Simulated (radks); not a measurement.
All-electron atom: Ag4+ in [Kr] 4d7. Calculated with a radial shooting solver on a logarithmic mesh with Libxc functionals: Dirac Kohn-Sham, exchange-only LDA, spin-unpolarised, spherical densities, finite nucleus; open shells fill j = l - 1/2 first; Fermi nuclear charge, rms radius 4.5454 fm.

Spin-orbit splittings of the eigenvalues, e(l+1/2) - e(l-1/2), with zeta = 2 splitting/(2l+1) and mean radii in bohr:

shell  occ.  splitting (eV)  zeta (eV)  <r> j=l-1/2  <r> j=l+1/2
2p        6           175.0      116.7       0.1142       0.1192
3p        6               ?          ?       0.3604       0.3714
3d       10           6.233      2.493       0.3439       0.3474
4p        6           5.388      3.592       0.9581       0.9866
4d        7          0.7244     0.2898        1.199        1.210

Estimate the 3p splitting.

Answer. 30.91 eV (zeta = 20.60 eV).
